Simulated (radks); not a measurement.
The platinum anion Pt2-, [Hg], held by a Watson sphere: a shell of charge +2 at radius R that stands for the Madelung well of a crystal (potential energy -2/R inside, -2/r outside, in hartree with lengths in bohr). Method: scalar-relativistic Kohn-Sham, r2SCAN, spin-polarised, spherical densities, finite nucleus; meta-GGA in the generalised Kohn-Sham scheme; Fermi nuclear charge, rms radius of each element as measured or else 0.836 A^(1/3) + 0.57 fm; computed with a radial shooting solver on a logarithmic mesh with Libxc functionals.

| R (bohr) | e(5p) (eV) | e(6s) (eV) | e(5d) (eV) | <r> 5d (bohr) | sum of <r^2> (bohr^2) | X-ray form factor at sin(theta)/lambda = 0.1 1/angstrom |
|---|---|---|---|---|---|---|
| 3.35 | -55.368 | -6.373 | -4.938 | 1.845 | 84.26 | 74.883 |
| 3.36 | -55.353 | -6.357 | -4.920 | 1.846 | 84.36 | 74.880 |
| 3.37 | -55.338 | -6.342 | -4.902 | 1.846 | 84.45 | 74.877 |
| 4.59 | -53.808 | -4.618 | -3.116 | 1.903 | 95.11 | 74.596 |
| 4.76 | -53.633 | -4.413 | -2.921 | 1.909 | 96.56 | 74.568 |
| 5.37 | -53.077 | -3.755 | -2.313 | 1.927 | 101.8 | 74.483 |
| 6.08 | -52.555 | -3.128 | -1.753 | 1.945 | 108.2 | 74.413 |
